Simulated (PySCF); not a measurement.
**Polarisability and C₆ of Al (aluminium, neutral)**

[Ne] 3s1 3p2, high-spin 4P determinant (an excited configuration). All numbers are calculated (PySCF 2.14, no relativity, point nucleus, in def2-TZVPPD). Coupled (time-dependent) response in atomic units; α is the mean over directions.

| method | mean α (bohr³) | α xx, yy, zz | C₆ (like pair) | S(−4) |
| --- | --- | --- | --- | --- |
| UHF | 58.08 | 50.14, 62.04, 62.04 | 527.6 | 1466 |
| PBE | 62.01 | 51.13, 67.45, 67.45 | 557.9 | 1928 |
| PBE0 | 60.31 | 50.43, 65.25, 65.25 | 543.2 | 1731 |
| BLYP | 63.54 | 51.56, 69.53, 69.53 | 569.5 | 2131 |
| wB97X | 58.28 | 50.11, 62.36, 62.36 | 522.4 | 1547 |

S(−4) is the Cauchy moment in α(ω) = α(0) + S(−4) ω² + …

α(iu) at wB97X:

```
u (hartree)  α(iu) (bohr³)
          0          58.28
     0.0500          54.69
      0.100          46.40
      0.200          29.62
      0.300          18.92
      0.500          9.061
      0.750          4.641
       1.00          2.841
       1.50          1.440
       2.00         0.9111
       3.00         0.4965
       5.00         0.2368
```

A single London oscillator, α(iu) = α/(1 + u²/ω²), gives C₆ = (3/4) ω α². Matching the computed C₆ needs ω = 4 × 522.4 / (3 × 58.28²) = 0.205 hartree.

The components differ because the open shell of this determinant is not spherical; for a pure term their mean is the scalar polarisability.
